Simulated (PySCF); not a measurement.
SMILES N#Cc1ccsc1-c1ccccn1 (C10H6N2S) (GFN2-xTB optimised geometry):

```
19

N      3.522    -0.432     0.000
C      2.557     0.190     0.000
C      1.414     1.004     0.000
C      1.514     2.422     0.000
C      0.299     3.023     0.000
S     -1.000     1.897     0.000
C      0.102     0.566     0.000
C     -0.474    -0.759     0.000
C      0.276    -1.938     0.000
C     -0.402    -3.145     0.000
C     -1.789    -3.145     0.000
C     -2.442    -1.919     0.000
N     -1.809    -0.766     0.000
H      2.456     2.942     0.000
H      0.090     4.074     0.000
H      1.353    -1.908     0.000
H      0.148    -4.074     0.000
H     -2.348    -4.067     0.000
H     -3.522    -1.857     0.000
```

Method: PySCF with PBE0/def2-SVP.

Question: What are the frontier orbital energies and the dipole moment?

Answer: HOMO-2 -7.81 eV, HOMO-1 -7.67 eV, HOMO -6.85 eV, LUMO -2.13 eV, LUMO+1 -0.91 eV; dipole moment 2.59 D.

Meta-Löwdin charges at PBE0/def2-SVP: N1 -0.22, C2 0.10, C3 -0.06, C4 -0.12, C5 -0.23, S6 0.32, C7 -0.09, C8 0.11, C9 -0.13, C10 -0.07, C11 -0.13, C12 0.02, N13 -0.26, H14 0.13, H15 0.14, H16 0.13, H17 0.12, H18 0.12, H19 0.11.
